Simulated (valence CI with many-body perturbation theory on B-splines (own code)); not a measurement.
## Ir⁶²⁺: calculated level list

Method: relativistic CI+MBPT: five valence electrons over a frozen Dirac-Fock core [Ne], radial functions for each j: 9 s, 9 p, 8 d, 6 f, 3 g, 1 h, with the one-electron correlation potential Σ1 (screened to all orders), the two-electron term Σ2, the three-electron term Σ3, Breit, model QED; selected single and double excitations, second order for the rest (own B-spline code, finite nucleus).

The last digits are not significant, and no measured levels were compared; by estimate large intervals hold to a few tenths of a per cent, small ones and those within an open d or f shell to about a per cent. Among the levels kept, up to 640 cm⁻¹ of a level comes from second order outside the variational space, and about a tenth of that is noise between levels of different J, which matters for small intervals.

Levels 1 to 45 of 51, with energies above the lowest level, (3s^2 3p1/2^2 3p3/2) J=3/2. "Leading %" is the weight of the configuration and term that name the level; weights of strongly mixed levels are sums over their largest components and can fall short. In the jj column 3d3/2^4 stands for four electrons in 3d with j = 3/2. Lifetimes count E1, E2, E3, M1 and M2 decay at the calculated energies, and are blank where another channel may lead or the interval is too uncertain; long ones can be off by a factor of two.

```csv
No.,Configuration,Term,J,E (eV),Leading %,Lifetime,Leading jj
1,3s2.3p3,2P°,3/2,0.0,48,,3s^2 3p1/2^2 3p3/2 (99 %)
2,3s2.3p2.3d,2D,3/2,241.7,41,71.1 ps,3s^2 3p1/2^2 3d3/2 (99 %)
3,3s2.3p2.3d,2D,5/2,353.7,34,3.39 ps,3s^2 3p1/2^2 3d5/2 (99 %)
4,3s2.3p3,4S°,3/2,415.5,55,1.45 ns,3s^2 3p1/2 3p3/2^2 (99 %)
5,3s2.3p3,2D°,5/2,427.8,99,3.45 ns,3s^2 3p1/2 3p3/2^2 (99 %)
6,3s2.3p3,2P°,1/2,444.0,99,2.48 ns,3s^2 3p1/2 3p3/2^2 (99 %)
7,3s.3p4,4P,5/2,601.5,66,2.10 ps,3s 3p1/2^2 3p3/2^2 (93 %)
8,3s.3p4,2P,3/2,632.2,32,840 fs,3s 3p1/2^2 3p3/2^2 (66 %)
9,3s.3p4,2S,1/2,634.8,54,1.07 ps,3s 3p1/2^2 3p3/2^2 (84 %)
10,3s2.3p2.3d,4F,5/2,654.4,47,99.8 ps,3s^2 3p1/2 3p3/2 3d3/2 (98 %)
11,3s2.3p2.3d,4D,1/2,657.9,79,78.1 ps,3s^2 3p1/2 3p3/2 3d3/2 (99 %)
12,3s2.3p2.3d,4F,3/2,658.4,32,2.50 ps,3s^2 3p1/2 3p3/2 3d3/2 (91 %)
13,3s2.3p2.3d,2G,7/2,667.3,53,613 ps,3s^2 3p1/2 3p3/2 3d3/2 (98 %)
14,3s2.3p2.3d,2D,5/2,698.7,36,235 fs,3s^2 3p1/2 3p3/2 3d3/2 (94 %)
15,3s2.3p2.3d,2P,1/2,710.0,38,173 fs,3s^2 3p1/2 3p3/2 3d3/2 (87 %)
16,3s2.3p2.3d,2D,3/2,711.1,26,120 fs,3s^2 3p1/2 3p3/2 3d3/2 (75 %)
17,3s2.3p2.3d,4D,7/2,752.4,48,614 ps,3s^2 3p1/2 3p3/2 3d5/2 (100 %)
18,3s2.3p2.3d,2G,9/2,766.0,63,76.0 ns,3s^2 3p1/2 3p3/2 3d5/2 (99 %)
19,3s2.3p2.3d,2P,3/2,766.0,46,3.87 ps,3s^2 3p1/2 3p3/2 3d5/2 (97 %)
20,3s2.3p2.3d,2F,5/2,769.6,38,4.70 ps,3s^2 3p1/2 3p3/2 3d5/2 (98 %)
21,3s2.3p2.3d,2D,5/2,790.1,41,1.18 ps,3s^2 3p1/2 3p3/2 3d5/2 (95 %)
22,3s2.3p2.3d,2F,7/2,791.9,64,1.73 ps,3s^2 3p1/2 3p3/2 3d5/2 (97 %)
23,3s2.3p2.3d,2D,3/2,801.0,60,2.28 ps,3s^2 3p1/2 3p3/2 3d5/2 (98 %)
24,3s2.3p2.3d,2P,1/2,805.0,55,1.62 ps,3s^2 3p1/2 3p3/2 3d5/2 (96 %)
25,3s.3p3.3d,4D°,5/2,839.0,29,20.2 ps,3s 3p1/2^2 3p3/2 3d3/2 (96 %)
26,3s.3p3.3d,4D°,3/2,841.2,27,8.12 ps,3s 3p1/2^2 3p3/2 3d3/2 (96 %)
27,3s.3p3.3d,4P°,1/2,843.7,46,20.4 ps,3s 3p1/2^2 3p3/2 3d3/2 (97 %)
28,3s.3p3.3d,4F°,7/2,850.4,23,18.9 ps,3s 3p1/2^2 3p3/2 3d3/2 (95 %)
29,3s2.3p3,2P°,3/2,861.0,47,17.6 ps,3s^2 3p3/2^3 (92 %)
30,3s.3p3.3d,2D°,3/2,870.0,19,1.17 ps,3s 3p1/2^2 3p3/2 3d3/2 (78 %)
31,3s.3p3.3d,2F°,5/2,880.4,20,650 fs,3s 3p1/2^2 3p3/2 3d3/2 (75 %)
32,3s.3p3.3d,4D°,1/2,885.4,42,534 fs,3s 3p1/2^2 3p3/2 3d3/2 (87 %)
33,3s2.3p.3d2,4G°,5/2,911.5,40,342 fs,3s^2 3p1/2 3d3/2^2 (75 %)
34,3s.3p3.3d,4F°,9/2,937.3,49,23.5 ps,3s 3p1/2^2 3p3/2 3d5/2 (99 %)
35,3s.3p3.3d,4D°,5/2,955.2,30,1.86 ps,3s 3p1/2^2 3p3/2 3d5/2 (96 %)
36,3s2.3p.3d2,2P°,1/2,956.1,39,184 fs,3s^2 3p1/2 3d3/2^2 (86 %)
37,3s2.3p.3d2,2D°,3/2,958.4,30,147 fs,3s^2 3p1/2 3d3/2^2 (72 %)
38,3s.3p3.3d,4D°,7/2,962.9,32,2.33 ps,3s 3p1/2^2 3p3/2 3d5/2 (92 %)
39,3s.3p3.3d,2D°,3/2,967.8,26,408 fs,3s 3p1/2^2 3p3/2 3d5/2 (72 %)
40,3s.3p3.3d,2F°,7/2,980.6,28,613 fs,3s 3p1/2^2 3p3/2 3d5/2 (87 %)
41,3s.3p3.3d,2P°,1/2,990.4,47,2.26 ps,3s 3p1/2^2 3p3/2 3d5/2 (96 %)
42,3s.3p3.3d,2F°,5/2,995.3,20,758 fs,3s 3p1/2^2 3p3/2 3d5/2 (78 %)
43,3s.3p3.3d,2P°,3/2,997.6,26,661 fs,3s 3p1/2^2 3p3/2 3d5/2 (84 %)
44,3s2.3p.3d2,4G°,7/2,1011.2,54,2.23 ps,3s^2 3p1/2 3d3/2 3d5/2 (96 %)
45,3s2.3p.3d2,2D°,5/2,1015.5,24,1.70 ps,3s^2 3p1/2 3d3/2 3d5/2 (95 %)
```

The ionisation energy to 3s2.3p2 3P_0 of the next ion comes out as 6711.2 eV (NIST: 6708 ± 15 eV (theoretical)). All 51 levels together are meant to be complete up to 1063.1 eV.
